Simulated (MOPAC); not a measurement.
Input for MOPAC: AM1 on AlP, 2S+1 = 3, a point of a bond scan (R = 2.223 Å).

```
AM1 1SCF PRECISE CHARGE=0 UHF MS=1 THREADS=1
AlP

Al    -0.00000000 1    -0.00000000 1    -1.19086169 1
P      0.00000000 1     0.00000000 1     1.03208013 1
```

Output:

```
*******************************************************************************
 **                                                                           **
 **                              MOPAC v23.2.5                                **
 **                                                                           **
 *******************************************************************************
 ** MOPAC's Digital Object Identifier: https://doi.org/10.5281/zenodo.6511958 **
 **                                                                           **
 ** Please cite the open-source release paper for use of this MOPAC version:  **
 ** J. E. Moussa and J. J. P. Stewart (2026)                                  **
 ** MOPAC: An open-source semiempirical molecular orbital program             **
 ** J. Open Source Softw., 11(119), 8025, https://doi.org/10.21105/joss.08025 **
 *******************************************************************************

                              AM1 CALCULATION RESULTS

 *******************************************************************************
 *  AM1        - The AM1 Hamiltonian to be used
 *  UHF        - UNRESTRICTED HARTREE-FOCK CALCULATION
 *
 *
 *
 *                 CHARGE ON SYSTEM = 0
 *
 *
 *
 *  MS=        - IN MECI, MAGNETIC COMPONENT OF SPIN =  1.0
 *  PRECISE    - TIGHTER CRITERIA TO BE USED
 *  1SCF       - DO 1 SCF AND THEN STOP
 *  THREADS=1  - MULTI-THREADING NOT USED
 *  T=         - A TIME OF 172800.0 SECONDS REQUESTED
 *  DUMP=N     - RESTART FILE WRITTEN EVERY 7200.0 SECONDS REQUESTED
 *******************************************************************************
AM1 1SCF PRECISE CHARGE=0 UHF MS=1 THREADS=1
 AlP

   ATOM   CHEMICAL          X               Y               Z
  NUMBER   SYMBOL      (ANGSTROMS)     (ANGSTROMS)     (ANGSTROMS)

     1      Al         -0.00000000  *  -0.00000000  *  -1.19086169  *
     2       P          0.00000000  *   0.00000000  *   1.03208013  *



          CARTESIAN COORDINATES

    NO.       ATOM           X           Y           Z

     1        Al         -0.0000     -0.0000     -1.1909
     2         P          0.0000      0.0000      1.0321

 Al: (AM1): M. J. S. Dewar, A. J. Holder, Organometallics, 9, 508-511 (1990).
  P: (AM1): M.J.S.DEWAR, JIE, C, THEOCHEM, 187, 1 (1989)

           Empirical Formula: Al P  =     2 atoms



      MOLECULAR POINT GROUP   :   C*v


          UHF CALCULATION, NO. OF ALPHA ELECTRONS =    5
                           NO. OF BETA  ELECTRONS =    3

 -------------------------------------------------------------------------------
 AM1 1SCF PRECISE CHARGE=0 UHF MS=1 THREADS=1
 AlP



     1SCF WAS SPECIFIED, SO BFGS WAS NOT USED
     SCF FIELD WAS ACHIEVED


                              AM1 CALCULATION
                                                       MOPAC v23.2.5 Linux




          FINAL HEAT OF FORMATION =         93.19988 KCAL/MOL =     389.94828 KJ/MOL


          COSMO AREA              =         95.60 SQUARE ANGSTROMS
          COSMO VOLUME            =         82.88 CUBIC ANGSTROMS

          IONIZATION POTENTIAL    =          8.424859 EV
          ALPHA SOMO LUMO (EV)    =         -8.753 -0.817
          BETA  SOMO LUMO (EV)    =         -8.425 -2.095
          NO. OF ALPHA ELECTRONS  =          5
          NO. OF BETA  ELECTRONS  =          3
          MOLECULAR WEIGHT        =         57.9553         POINT GROUP:  C*v

          MOLECULAR DIMENSIONS (Angstroms)

            Atom       Atom       Distance
            P     2   Al     1     2.22294
            P     2   Al     1     0.00000
           Al     1    P     2     0.00000


          SCF CALCULATIONS        =          1





   ATOM   CHEMICAL          X               Y               Z
  NUMBER   SYMBOL      (ANGSTROMS)     (ANGSTROMS)     (ANGSTROMS)

     1      Al         -0.00000000  *  -0.00000000  *  -1.19086169  *
     2       P          0.00000000  *   0.00000000  *   1.03208013  *

                             CARTESIAN COORDINATES

   1   Al       -0.000000000    -0.000000000    -1.190861690
   2    P        0.000000000     0.000000000     1.032080130


           Empirical Formula: Al P  =     2 atoms



      MOLECULAR POINT GROUP   :   C*v


          ALPHA EIGENVALUES
 -18.59510 -11.57270  -9.78694  -9.78694  -8.75267  -0.81722  -0.81722   0.52531


           BETA EIGENVALUES
 -17.17816 -11.25202  -8.42486  -2.09537  -2.09537  -0.41634  -0.41634   0.68973


              NET ATOMIC CHARGES AND DIPOLE CONTRIBUTIONS

  ATOM NO.   TYPE          CHARGE      No. of ELECS.   s-Pop       p-Pop
    1         Al           0.462347        2.5377     1.91794     0.61971
    2          P          -0.462347        5.4623     1.95529     3.50706
 DIPOLE           X         Y         Z       TOTAL
 POINT-CHG.     0.000     0.000    -4.937     4.937
 HYBRID        -0.000     0.000     1.742     1.742
 SUM           -0.000     0.000    -3.195     3.195


          ATOMIC ORBITAL ELECTRON POPULATIONS

     Atom    s        px        py        pz
    1 Al   1.91794   0.03859   0.03859   0.54254
    2  P   1.95529   0.96141   0.96141   1.58423


                    (SZ)    =    1.000000
                    (S**2)  =    2.003178


          ATOMIC ORBITAL SPIN POPULATIONS

    Atom   Total    s     px     py     pz
         Atomic
    1 Al  0.0326  0.005  0.039  0.039 -0.049
    2  P  1.9674  0.002  0.961  0.961  0.042

 **********************
 *                    *
 * JOB ENDED NORMALLY *
 *                    *
 **********************




 == MOPAC DONE ==
```

The run finished.

Cost: around 0.020 core-seconds (rough).
